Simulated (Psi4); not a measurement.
A dimer, H4OSi ··· H4OSi (SMILES O[SiH3] and O[SiH3]), singlet; the first 6 atoms form monomer A.

```
12

Si    -0.3953     0.0350    -0.0486
O      1.2014     0.4329     0.1036
H     -1.1127     1.3112    -0.2348
H     -0.6295    -0.8502    -1.2166
H     -0.9042    -0.6577     1.1613
H      1.8403    -0.2711     0.2352
Si     2.0840    -3.1414     2.2097
O      2.6344    -4.6995     2.2286
H      0.6747    -3.2066     2.6430
H      2.8569    -2.2770     3.1361
H      2.1672    -2.5482     0.8518
H      3.5440    -4.8690     1.9733
```

### Question
What interaction energy does SAPT0/jun-cc-pVDZ, frozen core in Psi4 1.11 give, and which attractive term is the largest?

### Answer
Total -0.53 kcal/mol: electrostatics -0.37, exchange 0.93, induction -0.31, dispersion -0.78. The most attractive term is dispersion.
